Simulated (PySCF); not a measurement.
O4Pt, SMILES [O]=[Pt+2](=[O])(=[O])=[O], charge +2, multiplicity 1.

Coordinates come from a B3LYP-D3(BJ)/def2-SVP optimisation. The spin state was assumed, not searched. The def2 effective core potentials stand for the cores of Pt; spin–orbit coupling is left out.

The numbers are results of TDA-PBE/def2-SVPD run with PySCF, not measurements.

Vertical excitations; the highest root listed may be one member of a degenerate set. Isolated molecule, no solvent. State labels are in the subgroup D2.

**Question.** Give excitation energies, oscillator strengths and character. (The exact figures need the calculation; the answer reports its results.)

**Answer.** 
```
state  symmetry  energy (eV)  λ (nm)      f                                                                    main pairs
-----  --------  -----------  ------  -----  ----------------------------------------------------------------------------
S1           B3         2.30     540  0.000                                       HOMO→LUMO, HOMO→LUMO+1 (degenerate set)
S2           B2         2.30     540  0.000                                   HOMO−1→LUMO, HOMO−1→LUMO+1 (degenerate set)
S3           B1         2.30     540  0.000                                                HOMO−2→LUMO+1 (degenerate set)
S4           B3         2.81     442  0.003                          HOMO→LUMO+1, HOMO−3→LUMO, HOMO→LUMO (degenerate set)
S5           B2         2.81     442  0.003                      HOMO−1→LUMO+1, HOMO−4→LUMO, HOMO−1→LUMO (degenerate set)
S6           B1         2.81     442  0.003                                   HOMO−2→LUMO, HOMO−5→LUMO+1 (degenerate set)
S7           B1         3.07     404  0.000                                                  HOMO−5→LUMO (degenerate set)
S8           B2         3.07     404  0.000                                   HOMO−4→LUMO+1, HOMO−4→LUMO (degenerate set)
S9           B3         3.07     404  0.000                                   HOMO−3→LUMO+1, HOMO−3→LUMO (degenerate set)
S10          B3         3.50     354  0.002  HOMO−3→LUMO 34 %, HOMO−1→LUMO+2 21 %, HOMO−2→LUMO+3 21 %, HOMO−3→LUMO+1 11 %
T1           B2         1.38     899      0                                   HOMO−1→LUMO+1, HOMO−1→LUMO (degenerate set)
T2           B3         1.38     899      0                                       HOMO→LUMO+1, HOMO→LUMO (degenerate set)
T3           B1         1.38     899      0                                                  HOMO−2→LUMO (degenerate set)
T4           B3         1.80     689      0                                              HOMO→LUMO 68 %, HOMO→LUMO+1 23 %
```
Triplets are in the Tamm–Dancoff approximation.
